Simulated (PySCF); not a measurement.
Stepwise substitution at one centre (Sn F-OCH3). Isolated molecules, 0 K electronic values unless said otherwise. One relaxed conformer stands for each flexible species; it need not be the lowest. Strings in code marks are SMILES.

The HOMO from two functionals at the same geometries (PBE0-D3(BJ)/def2-SVP), both in PySCF: PBE-D3(BJ)/def2-TZVP and TPSSh-D3(BJ)/def2-TZVP. 

| species | TPSSh-D3(BJ)/def2-TZVP (eV) |
|---|---|
| 1 of 4 F replaced by OCH3 (`[F][Sn]([F])([F])[O]C`) | -8.30 |
| 2 of 4 F replaced by OCH3 (`[Sn]([O]C)([F])([O]C)[F]` (C–O–Sn–F torsion 56°, F–Sn–O–C torsion -58°)) | -7.79 |
| 3 of 4 F replaced by OCH3 | -7.42 |
| 4 of 4 F replaced by OCH3 | -7.10 |

Question: What does PBE-D3(BJ)/def2-TZVP give for each?

Answer: 
- 1 of 4 F replaced by OCH3 (`[F][Sn]([F])([F])[O]C`): -7.52
- 2 of 4 F replaced by OCH3 (`[Sn]([O]C)([F])([O]C)[F]` (C–O–Sn–F torsion 56°, F–Sn–O–C torsion -58°)): -7.00
- 3 of 4 F replaced by OCH3: -6.66
- 4 of 4 F replaced by OCH3: -6.34
Over these rows, drawn at random from the members with no instability flagged (it was tested for open shells, ions and some series alone), PBE minus TPSSh-D3(BJ): mean +0.77 eV, from +0.75 eV to +0.79 eV.
